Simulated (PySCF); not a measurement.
ZnI, SMILES [Zn][I] (connectivity only; charge and spin as stated), neutral, multiplicity 2. Atoms are numbered in the order given.

```xyz
2

Zn     0.0000     0.0000    -1.6289
I      0.0000     0.0000     0.9220
```
Charge 0, spin multiplicity 2.

The structure is a stationary point at B3LYP-D3(BJ)/def2-TZVP. The spin state was assumed, not searched. The def2 effective core potentials stand for the cores of I; spin–orbit coupling is left out.

Calculation: PBE/def2-TZVPD (PySCF).

- total energy: -2076.84890 hartree
- point group: C∞v
- α spin, highest occupied and lowest empty level: -5.50 and -1.81 eV
- β spin, highest occupied and lowest empty level: -6.37 and -4.55 eV
- dipole moment: 2.17 D
- mean static polarisability: 75.6 bohr³ (11.21 Å³)
- polarisability, principal values: 61.3, 61.3, 104.4 bohr³
- ⟨S²⟩: 0.752 (pure state 0.75)
